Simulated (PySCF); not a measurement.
**Mo: excitation energy**

Mo [Kr] 4d5 5s1 (7S) → Mo [Kr] 4d4 5s1 5p1 (high-spin determinant), as a difference of total energies. Calculation: PySCF 2.14, in x2c-TZVPPall with one added diffuse shell each of s, p, d, f type (9s7p7d3f1g, 95 functions); the spin-free X2C one-electron Hamiltonian (Gaussian nucleus). Correlated levels: valence: [Kr] frozen; valence and next inner shell: [Ar] 3d10 frozen. The calculations carry no spin-orbit coupling.

```tsv
method	excitation energy (cm⁻¹)
UHF	23038
LDA	33712
PBE	32937
PBE0	31645
r2SCAN	32530
LC-wPBE	29498
PBEsol	33388
CAM-B3LYP	29965
MP2 (valence)	27422
SCS-MP2 (valence)	24499
MP2 (valence and next inner shell)	29429
SCS-MP2 (valence and next inner shell)	26669
```

A first-order spin-orbit estimate (lowest level to lowest level, LS coupling) adds -0.179 eV.

The determinant of the upper state mixes LS terms, which raises its energy above the lowest term, most at the Hartree-Fock and MP2 levels.
